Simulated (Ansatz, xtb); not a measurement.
## Two isomers of C6H3ClN2

We compare X, `C#Cc1cc(Cl)ncn1`, a singlet, with Y, `C#Cc1cnc(Cl)nc1`, a singlet. Both are isolated molecules in the gas phase, relaxed with PBE-D3(BJ)/def2-SVP.

Energies in hartree; the thermal terms are from GFN2-xTB frequencies at re-optimised GFN2-xTB minima (ideal gas, soft modes damped towards free rotors, one conformer each, 298.15 K, 1 atm) and include the zero-point energy:

|  | X | Y |
| --- | --- | --- |
| E, CCSD(T)/def2-SVP | −798.168592 | −798.169105 |
| E, MP2/def2-SVP | −798.077932 | −798.077522 |
| E, MP2/def2-TZVPP | −798.898957 | −798.897692 |
| zero-point energy | 0.073075 | 0.072970 |
| H(298 K) − E | 0.081846 | 0.081762 |
| G(298 K) − E | 0.039938 | 0.040613 |

Task: Correct the CCSD(T) difference for the basis set by the MP2 change, then work out ΔE, ΔE₀, ΔH and ΔG for X → Y in kJ/mol (1 Eh = 2625.50 kJ/mol) and the equilibrium ratio [Y]/[X].

Result: 1. Differences Y − X: CCSD(T) −0.000513, MP2 in the small set +0.000410, MP2 in the large set +0.001265 Eh.
2. ΔE = −0.000513 + (+0.001265 − (+0.000410)) = +0.000342 Eh = +0.90 kJ/mol.
3. ΔE₀ = ΔE + ΔZPE = +0.000342 + (−0.000105) Eh = +0.62 kJ/mol.
4. ΔH = ΔE + (−0.000084) Eh = +0.68 kJ/mol.
5. ΔG = ΔE + (+0.000675) Eh = +2.67 kJ/mol, so ΔS = (ΔH − ΔG)/T = −6.7 J/(mol K).
6. kT = 0.9442 mEh, so K = [Y]/[X] = exp(−ΔG/kT) = exp(−1.08) ≈ 0.34.

The two are too close for this level to say which is favoured. An error of 4 kJ/mol in ΔG would change K by a factor of 5. Mirror images and further conformers aren't counted.

As drawn, both hold the same kinds of bond in the same numbers.

Other levels gave ΔE = −2.0 (GFN2-xTB); +0.4 (HF/STO-3G, GFN2-xTB geometries); −3.9 (r2SCAN-D4/def2-SVP, GFN2-xTB geometries); −4.6 (PBE-D3(BJ)/def2-SVP); −5.2 (HF/def2-SVP); +1.1 (MP2/def2-SVP); −1.3 (CCSD(T)/def2-SVP) kJ/mol. The correlated steps freeze 13 core orbitals. Programs: Ansatz 0.2.0, xtb 6.7.1.
